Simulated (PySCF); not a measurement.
Q: What does the PBE0-D3(BJ)/def2-SVP structure of cyclopropylbenzene (`c1ccc(C2CC2)cc1`) look like in three dimensions?

A: 
Z-matrix in Å and degrees, rows numbered from 1:
```
C 
C   1  1.3931
C   2  1.3935  1  120.19
C   3  1.4003  2  121.13  1    -0.00
C   4  1.4861  3  119.60  2   179.97
C   5  1.5076  4  121.36  3  -144.44
C   6  1.4915  5   60.35  4  -110.33
C   4  1.4024  3  118.06  2    -0.01
C   8  1.3920  4  120.94  3     0.01
H   1  1.0924  2  120.37  3  -180.00
H   2  1.0929  1  120.13  3   180.00
H   3  1.0935  2  119.73  1   180.00
H   5  1.0940  4  113.35  3     0.13
H   6  1.0932  5  117.85  7  -108.96
H   6  1.0938  5  117.07  7   108.96
H   7  1.0938  5  117.08  6  -108.96
H   7  1.0932  5  117.85  6   108.96
H   8  1.0936  4  120.01  3   180.00
H   9  1.0929  1  120.03  2   179.99
```

The 6-membered ring C1–C2–C3–C4–C8–C9 has internal angles of 118.1° to 121.1°; it is planar, 0.00 Å rms from its mean plane, widest ring torsion 0°. The 10 C–C bonds span 1.392 Å (C8–C9, aromatic) to 1.508 Å (C5–C6, drawn single), a spread of 0.116 Å. The 3-membered ring C5–C6–C7 has internal angles of 59.3° to 60.4°. Of the pairs four or more bonds apart, H16···H18 is among the closest relative to their van der Waals radii: 2.34 Å, 97 % of the sum of Bondi's values.

Method: PySCF, PBE0-D3(BJ)/def2-SVP geometry optimisation, gas phase.

Point group: Cs (tolerance 0.08 Å). PBE0-D3(BJ)/def2-SVP frequencies: not computed here. The numbers are those of one conformer (C3–C4–C5–C6 -144°).
